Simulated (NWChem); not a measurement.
Species: C₂H₅ISi; SMILES [SiH3]/C=C\I

```xyz
9

Si     0.6213    -2.4784     0.0000
C     -1.0840    -1.6852     0.0000
C     -1.3642    -0.3811     0.0000
I      0.0852     1.1380     0.0000
H      1.3906    -2.0800     1.2168
H      0.4386    -3.9609     0.0000
H      1.3906    -2.0800    -1.2168
H     -1.9614    -2.3469     0.0000
H     -2.3780     0.0293     0.0000
```
Atoms are numbered in this order, from 1.

Results from NWChem. STO-3G and 3-21G are far too small for this property and stand as cheap habits. The geometry was optimised at PBE0/def2-SVP. def2 effective core potentials on I; no spin-orbit coupling. Field at 589 nm.

For level B3LYP/STO-3G (all-electron, non-relativistic):

```yaml
isotropic polarisability (bohr³): 33.4
anisotropy (bohr³): 34.5
```

Problem. Estimate the same quantities for level B3LYP/def2-SVP (core potentials).

Solution. 
| Quantity | Value |
|---|---|
| isotropic polarisability (bohr³) | 73.8 |
| anisotropy (bohr³) | 51.1 |
